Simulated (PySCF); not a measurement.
C₄H₄BrCl, SMILES ClCC=C=CBr. The structure is a stationary point at PBE-D3(BJ)/def2-SVP. The structure was generated by enumeration; whether it is a known compound was not checked. The values are those of a single conformer.

**Question.** Give the equilibrium geometry at PBE-D3(BJ)/def2-SVP (PySCF confirms it by a frequency run) as Cartesian coordinates in Å. (Estimate from the structure and the level; the computed values follow.)

**Answer.** This is not unique; one that fits is 
```xyz
10

Cl    -3.7860    -0.8613     0.6043
C     -2.4461     0.1838    -0.0324
C     -1.3090    -0.6545    -0.5357
C     -0.0800    -0.5860    -0.0555
C      1.1372    -0.5036     0.4287
Br     2.4456     0.7098    -0.2554
H     -2.1284     0.8580     0.7840
H     -2.8886     0.7852    -0.8514
H     -1.5392    -1.3612    -1.3554
H      1.5120    -1.1213     1.2597
```
